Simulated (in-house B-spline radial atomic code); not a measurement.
## Two electrons outside the [He] 2s2 2p6 core: P³⁺

Computed with an all-electron radial atomic-structure program (B-spline basis): configuration interaction (CI) of the two valence electrons in the field of the frozen Dirac-Fock core, alone and with many-body perturbation theory for the core (screened one- and two-electron correlation potentials), Breit and QED terms; no-pair Dirac Hamiltonian, finite nucleus. Labels give the configuration (outer n counted up each series) and the leading LS term, or the jj pair where no LS term holds 70 %.

Command:
```bash
python run_mb.py task.json out
```
Settings (nuclear radius in fm, box in bohr, cutoff in hartree):
```
basis_form          3
Z                   15
core_configuration  [He] 2s2 2p6
rms_radius          3.1889
mass_number         31
speed_of_light      137.036
box_radius          18.0
lmax                6
intervals           65
virtual_cutoff      450.0
```

Run time, properties included: 70 s on 1 thread of Arm Neoverse V2, with other jobs on the host.

Excitation energies (cm⁻¹):

```
    level  purity of the LS term  CI alone  CI + MBPT + Breit + QED  Landé g of the LS mixture
  3s2 1S0                    1.0         0                        0                          -
3s3p 3P°0                    1.0     66759                    67848                          -
3s3p 3P°1                    1.0     66994                    68075                       1.50
3s3p 3P°2                    1.0     67473                    68542                       1.50
3s3p 1P°1                    1.0    105737                   105240                       1.00
  3p2 1D2                  0.999    156355                   158044                       1.00
  3p2 3P0                    1.0    164230                   164864                          -
  3p2 3P1                    1.0    164477                   165107                       1.50
  3p2 3P2                  0.999    164955                   165573                       1.50
 3s3d 3D3                    1.0    188542                   189238                       1.33
 3s3d 3D2                    1.0    188539                   189239                       1.17
 3s3d 3D1                    1.0    188537                   189240                       0.50
  3p2 1S0                    1.0    194520                   194692                          -
 3s3d 1D2                    1.0    219223                   219174                       1.00
 3s4s 3S1                    1.0    225062                   226897                       2.00
 3s4s 1S0                    1.0    232165                   234024                          -
3s4p 3P°0                    1.0         ?                        ?                          ?
3s4p 3P°1                  0.989    254597                   256590                       1.50
3s4p 3P°2                    1.0    254748                   256735                       1.50
3s4p 1P°1                  0.989         ?                        ?                          ?
3p3d 3F°2                  0.998    259745                   261825                       0.67
3p3d 3F°3                    1.0    259994                   262067                       1.08
3p3d 3F°4                    1.0    260321                   262384                       1.25
3p3d 1D°2                  0.998    265355                   266846                       1.00
3p3d 3P°2                  0.985    279711                   280840                       1.50
3p3d 3P°1                  0.988    279949                   281078                       1.49
3p3d 3P°0                    1.0    280086                   281220                          -
3p3d 3D°1                  0.988    282177                   282971                       0.51
3p3d 3D°2                  0.985    282275                   283067                       1.17
3p3d 3D°3                  0.999    282365                   283148                       1.33
```

Task: Where does 3s4p 1P°1 lie?

Result: 255649 cm⁻¹ in CI alone and 257495 cm⁻¹ with all corrections; g = 1.01.

Task: Where does 3s4p 3P°0 lie?

Result: 254535 cm⁻¹ in CI alone and 256532 cm⁻¹ with all corrections.

Task: What is the first ionisation energy?

Result: 51.427 eV to the 3s1/2 state of the next ion (51.125 eV from CI alone). NIST lists 51.44387 ± 0.00012 eV (measured).

Some electric-dipole lines (reduced elements in atomic units, length form; vacuum wavelengths from the computed energies):

| upper | lower | D bare (size) | D with core polarisation (size) | λ (nm) | A (s⁻¹) |
| --- | --- | --- | --- | --- | --- |
| 3s3p 3P°1 | 3s2 1S0 | 0.0168 | 0.0164 | 146.9 | 5.7e+04 |
| 3s3p 1P°1 | 3s2 1S0 | 2.21 | 2.16 | 95.021 | 3.7e+09 |
| 3p2 1D2 | 3s3p 3P°1 | 0.0681 | 0.0665 | 111.15 | 1.3e+06 |
| 3p2 3P0 | 3s3p 3P°1 | 1.33 | 1.3 | 103.32 | 3.1e+09 |
| 3p2 3P1 | 3s3p 3P°0 | 1.33 | 1.3 | 102.82 | 1e+09 |
| 3p2 3P1 | 3s3p 3P°1 | 1.15 | 1.12 | 103.06 | 7.8e+08 |
| 3p2 3P2 | 3s3p 3P°1 | 1.49 | 1.45 | 102.57 | 7.9e+08 |
| 3s3d 3D2 | 3s3p 3P°1 | 2.23 | 2.19 | 82.533 | 3.5e+09 |
| 3s3d 3D1 | 3s3p 3P°0 | 1.48 | 1.46 | 82.377 | 2.6e+09 |
| 3s3d 3D1 | 3s3p 3P°1 | 1.28 | 1.26 | 82.532 | 1.9e+09 |

Weak lines are less accurate than strong ones.
